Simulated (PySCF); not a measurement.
```xyz
8

C      0.3515     0.6267     0.2204
C      1.1275    -0.3225    -0.3088
S     -0.1284    -1.5136    -0.6382
C     -0.9743    -0.0609     0.1189
H      0.5870     1.6078     0.6117
H      2.1879    -0.4071    -0.5042
H     -1.4541    -0.3191     1.0643
H     -1.6970     0.3887    -0.5641
```

Charge 0, multiplicity 1.

Problem. Give the Mulliken and meta-Löwdin atomic charges from M06-2X/def2-TZVP // PBE0-D3(BJ)/def2-TZVP in PySCF.

Solution. 
```tsv
atom	Mulliken (e)	meta-Löwdin (e)
C1	-0.17	-0.17
C2	-0.13	-0.19
S3	-0.05	0.08
C4	-0.25	-0.25
H5	0.14	0.12
H6	0.15	0.13
H7	0.15	0.13
H8	0.15	0.13
```
